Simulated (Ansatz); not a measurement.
Saddle point of AlN₃H₈, singlet (AlN₃H₆ ([NH2][Al]([NH2])[NH2]) + H₂ → AlN₂H₅ ([NH2][AlH][NH2]) + NH₃ (still joined by a long Al–N bond); bonds formed: Al1–H6, N2–H5; bonds broken: H5–H6; bonds weakened to dative contacts: Al1–N2), PBE0-D4/def2-TZVP structure:

```json
{"atom": "Al1", "x (Å)": "-0.0062", "y (Å)": "-0.2029", "z (Å)": "-0.1288"}
{"atom": "N2", "x (Å)": "0.2221", "y (Å)": "1.4498", "z (Å)": "0.7779"}
{"atom": "N3", "x (Å)": "-1.2006", "y (Å)": "-0.0943", "z (Å)": "-1.4382"}
{"atom": "N4", "x (Å)": "0.2263", "y (Å)": "-1.7079", "z (Å)": "0.7857"}
{"atom": "H5", "x (Å)": "1.3193", "y (Å)": "1.0175", "z (Å)": "0.0746"}
{"atom": "H6", "x (Å)": "1.7115", "y (Å)": "0.2951", "z (Å)": "-0.5331"}
{"atom": "H7", "x (Å)": "0.3337", "y (Å)": "1.4639", "z (Å)": "1.7829"}
{"atom": "H8", "x (Å)": "-0.1943", "y (Å)": "2.3173", "z (Å)": "0.4683"}
{"atom": "H9", "x (Å)": "-1.6359", "y (Å)": "0.7533", "z (Å)": "-1.7612"}
{"atom": "H10", "x (Å)": "-1.3958", "y (Å)": "-0.8430", "z (Å)": "-2.0820"}
{"atom": "H11", "x (Å)": "1.1136", "y (Å)": "-2.0553", "z (Å)": "1.1081"}
{"atom": "H12", "x (Å)": "-0.4934", "y (Å)": "-2.3934", "z (Å)": "0.9456"}
```

Energies are electronic, without zero-point energy. Barriers and step energies count from the start structure reached by relaxing down the imaginary mode; all methods use the PBE0-D4 structures, on which another method's saddle can fall below an end. Program: Ansatz 0.2.0. Basis: def2-TZVPP, with def2-QZVPP for the basis limit. Cores are frozen in the correlated methods. B3LYP uses VWN-RPA correlation. Extrapolation: Hartree–Fock as exp(−7.88 √X), correlation as X^−2.97.

| method | barrier (kcal/mol) | step energy (kcal/mol) |
| --- | --- | --- |
| SPW92 | 10.26 | -11.15 |
| PBE-D4 | 17.77 | -6.94 |
| BLYP-D4 | ? | -3.82 |
| r2SCAN-D4 | 19.50 | -6.29 |
| B97M-V | 20.31 | -9.41 |
| PBE0-D4 | 19.76 | -8.21 |
| B3LYP-D4 | 23.34 | -5.22 |
| r2SCAN0-D4 | 21.06 | -7.46 |
| BHLYP-D4 | ? | -6.82 |
| CAM-B3LYP-D4 | 23.49 | -6.18 |
| wB97X-V | 23.53 | -7.35 |
| wB97M-V | 23.62 | -6.88 |
| B2PLYP | ? | -4.97 |
| PBE-QIDH | 22.42 | -7.92 |
| RPA on PBE | 24.72 | -6.53 |
| HF | 34.17 | -6.18 |
| MP2 | 24.77 | -5.21 |
| CCSD | 26.10 | -6.70 |
| CCSD(T) | 24.68 | -6.67 |

(1) Fill in the withheld barriers. (Judge from chemistry; the value comes from the calculation.)

The T1 diagnostic stays at or below 0.012.

Answers

(1) By the calculation: B2PLYP 24.67; BLYP-D4 22.31; BHLYP-D4 25.75 kcal/mol. Each is the energy of the saddle less that of the start structure, by the same method.

For comparison, the barrier by CCSD(T) at an estimated basis limit (MP2 extrapolated from triple and quadruple zeta, plus CCSD(T) − MP2 in triple zeta) is 24.79 kcal/mol.

Labels in which every atom is bracketed show which atoms are joined, not bond orders.

For scale, one of the runs: CCSD(T)/def2-TZVPP, 247 basis functions, launched by `ansatz run in.yaml --threads 4 --pin off --events-out ev --progress --plain --max-ram 9574MiB`. Time: 120 s of wall clock on 4 CPU threads of an Arm Neoverse V1; the host was shared. Peak host memory: 5.1 GiB.
